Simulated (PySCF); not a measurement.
AlFH₂S₂, SMILES [F][Al]([SH])[SH].

Coordinates come from a B3LYP-D3(BJ)/def2-SVP optimisation. Other conformers were not sampled.

All values below come from PBE0/def2-TZVPD in PySCF.

The molecule is in vacuum.

```
Item                                                                                                           Result
---------------------------------------------------------------------------------------------  ----------------------
total energy                                                                                      -1139.62525 hartree
point group                                                                                                        Cs
highest occupied level                                                                                       -7.95 eV
lowest empty level                                                                                           -1.17 eV
orbital gap                                                                                                   6.78 eV
dipole moment                                                                                                  1.20 D
quadrupole, principal values (traceless, Buckingham form, about the centre of nuclear charge)   -5.08, 1.89, 3.19 D·Å
mean static polarisability                                                                      67.6 bohr³ (10.02 Å³)
polarisability, principal values                                                               56.4, 62.2, 84.2 bohr³
```
